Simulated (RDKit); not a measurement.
Input for RDKit: UFF on C2H3BO2 (SMILES C#CB(O)O), a point of a torsion scan.

```python
from rdkit import Chem
from rdkit.Chem import AllChem, rdDetermineBonds

blocks = [
'''8

C     1.94049421    0.42941818    0.17202159
C     0.78934068    0.09727675    0.07916726
B    -0.68956103   -0.28903491   -0.07806057
O    -1.19232803   -1.27317177    0.69210254
O    -1.51135911    0.33179277   -0.97236519
H     2.95058337    0.70734676    0.26548921
H    -2.11940903   -1.45124354    0.53159422
H    -1.11909680    1.02399532   -1.50010183
''',
]
mol = None
for b in blocks:
    f = Chem.MolFromXYZBlock(b)
    rdDetermineBonds.DetermineBonds(f, charge=0)
    mol = f if mol is None else Chem.CombineMols(mol, f)
Chem.SanitizeMol(mol)
print(Chem.MolToSmiles(Chem.RemoveHs(mol)))
ff = AllChem.UFFGetMoleculeForceField(mol, vdwThresh=100.0, ignoreInterfragInteractions=False)
e = ff.CalcEnergy()
print(f'UFF energy {e:.6f} kcal/mol')
```

Output:

```
C#CB(O)O
UFF energy 36.658942 kcal/mol
```

The run finished.

Cost: about 0.010 core-seconds (a rough figure).
